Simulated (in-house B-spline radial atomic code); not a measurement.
Kr⁸⁺. Computed with a B-spline radial atomic code. Model: all-electron spherical atom, spin shells full or empty, radial basis limit, no spin-orbit coupling, Breit or QED, empty-state partial waves extrapolated as (l+1/2)^-4, RPA, G0W0 and static COHSEX of the highest shell as one setting changes (uncorrelated shells keep exact exchange).

Given: element Kr; charge 8; filled core Ar; hamiltonian one-electron scalar X2C; mean-field start PBE0; highest l of empty states 9; nuclear rms radius 4.1884 fm; highest mean-field shell 3d.

Shell: 3d 5 5 (electrons up and down).

| lowest nl shells left uncorrelated | RPA correlation energy (hartree) | G0W0 level (eV) | G0W0 minus most complete (meV) | COHSEX level (eV) | linearised minus solved G0W0 (meV) |
| --- | --- | --- | --- | --- | --- |
| 0 | -2.1104 | -234.17 | 0 | -238.94 | -15.9 |
| 1 | -1.9552 | -234.17 | 0.7 | -238.94 | -15.9 |
| 2 | ? | ? | ? | ? | ? |
| 3 | ? | ? | ? | ? | ? |
| 4 | -1.0875 | -234.16 | 5.3 | -238.86 | -16.2 |
| 5 | -0.58743 | -235.17 | -1001.3 | -239.26 | -19.5 |

(1) What follows for lowest nl shells left uncorrelated = 3?

(2) What follows for lowest nl shells left uncorrelated = 2?

## Answers

(1) RPA correlation energy -1.271 hartree; G0W0 level -234.06 eV; G0W0 minus most complete 110 meV; COHSEX level -238.92 eV; linearised minus solved G0W0 -15.6 meV.

(2) RPA correlation energy -1.774 hartree; G0W0 level -234.14 eV; G0W0 minus most complete 30.2 meV; COHSEX level -238.91 eV; linearised minus solved G0W0 -15.8 meV.
